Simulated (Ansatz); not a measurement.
CHI₂, SMILES I[CH]I (connectivity only; charge and spin as stated), charge +1, multiplicity 1.

Geometry optimised at PBE-D3(BJ)/def2-SVP. The spin state was assumed, not searched. The isomer is the one that the SMILES or the coordinates give; other isomers of the formula were not compared. The def2 effective core potentials stand for the cores of I; spin–orbit coupling is left out.

Two levels are set side by side: PBE/def2-SVPD (Ansatz, a quantum-chemistry and plane-wave program) and CAM-B3LYP/def2-SVPD (Ansatz). Energy differences of separate SCF runs at the same geometry. Differences are taken from unrounded values.

```
quantity                           CAM-B3LYP
---------------------------------  ---------
vertical singlet–triplet gap (eV)       1.95
```

### Question
What does PBE give, and how far is it from CAM-B3LYP? (An estimate is asked for; the answer gives what the named calculation found.)

### Answer

```tsv
quantity	PBE	PBE minus CAM-B3LYP
vertical singlet–triplet gap (eV)	1.95	0.00
```

Here PBE gives about what the other level gives.
